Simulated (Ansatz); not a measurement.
The cluster Zn₃⁺ (the lowest doublet isomer of a short search) was relaxed with B3LYP (def2-TZVP) in Ansatz in these states: charge +1 doublet, charge +1 quartet. The geometries follow in no particular order.

A:

```xyz
3

Zn   -0.5362    1.6898    1.9884
Zn    0.0064   -0.0055    0.0064
Zn    0.5298   -1.6843   -1.9948
```

B:

```xyz
3

Zn   -0.2212   -1.4197   -2.5027
Zn    0.0313    0.0055   -0.0057
Zn    0.1899    1.4142    2.5084
```

Judge from the bond lengths which geometry belongs to which state (an estimate).

A is the charge +1 doublet (Zn1–Zn2 2.664 Å, Zn2–Zn3 2.664 Å); B is the charge +1 quartet (Zn1–Zn2 2.886 Å, Zn2–Zn3 2.886 Å).

At PBE0/def2-TZVP a doublet lies 3.65 eV below the charge +1 quartet. These are the stationary points nearest to one start from a short search; other shapes may lie lower in each state.
